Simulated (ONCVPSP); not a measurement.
**What the settings do to the ONCV potential of Co**

Base potential:

cobalt (Co), optimised norm-conserving Vanderbilt (ONCV), made with ONCVPSP 4.0.1 (BLYP, scalar-relativistic). Core [Ne], reference 3s2 3p6 3d7 4s2. Waves: 3s+4s: rc 1.40 bohr, ncon 4, nbas 8, qcut 9.6 1/bohr, 2 projectors; 3p: rc 1.05 bohr, ncon 3, nbas 7, qcut 11.1 1/bohr, 2 projectors, debl 0.5 Ha; 3d: rc 0.90 bohr, ncon 3, nbas 8, qcut 17.7 1/bohr, local. Local part: the d channel. Core correction: polynomial model core, fcfact 0.25.

In the p channel the program set the typed energies aside and used -2.405, 0.250 Ha.

All-electron outer shells of the reference configuration (BLYP, scalar-relativistic, ld1.x):

```
shell  level (eV)  outermost node (bohr)  outermost maximum (bohr)
   2p     -770.25                      –                      0.17
   3s     -102.12                   0.31                      0.66
   3p      -65.44                   0.28                      0.68
   3d       -8.10                      –                      0.66
   4s       -5.42                   0.96                      2.29
```

Cutoffs, loose and tight: the cutoffs (Ha) at which the residual kinetic energy of the hardest occupied pseudo-wave falls to 1 and 0.1 mHa per electron. They do not see the model core or the augmentation charge, which bear on the density cutoff. Test errors are all-electron minus pseudo excitation energies from the reference, over the configurations 3s2 3p6 3d7 4s1; 3s2 3p6 3d7 4s0; 3s2 3p6 3d6 4s0; 3s2 3p6 3d5 4s0. A dash means not determined; rows that change the core or the reference have their own tests.

A true bound ghost makes a file unfit for plane-wave use even where its test errors are small: the radial tests pick states by their node count and pass the ghost by.

```tsv
change	outcome	cutoff, loose	cutoff, tight	bound ghosts	GHOST(+) flags above zero	largest test error (meV)
base	generated, projector energies reset by the program	111 Ha	127 Ha	none	s	-17
p: qcut 6.9	generated, projector energies reset by the program	127 Ha	202 Ha	none	s	-33
p: qcut 8.9	generated, projector energies reset by the program	111 Ha	127 Ha	none	s, p	-20
p: qcut 10.2	generated, projector energies reset by the program	111 Ha	127 Ha	none	s	-18
p: qcut 12	generated, projector energies reset by the program	111 Ha	127 Ha	none	s	-17
p: qcut 13.1	generated, projector energies reset by the program	111 Ha	127 Ha	none	s, p	-18
p: qcut 15.1	generated, projector energies reset by the program	111 Ha	127 Ha	p	s	-21
p: qcut 16.4	generated, projector energies reset by the program	111 Ha	127 Ha	p	s	-23
```

Reading the sweep of the qcut of the p channel (base included, trends over the rows without a ghost): The loose cutoff stays near 111 Ha. The median size of the test errors (rows with all tests solved) stays near 6.2 meV. Bound ghosts are found at 15.1, 16.4 1/bohr.
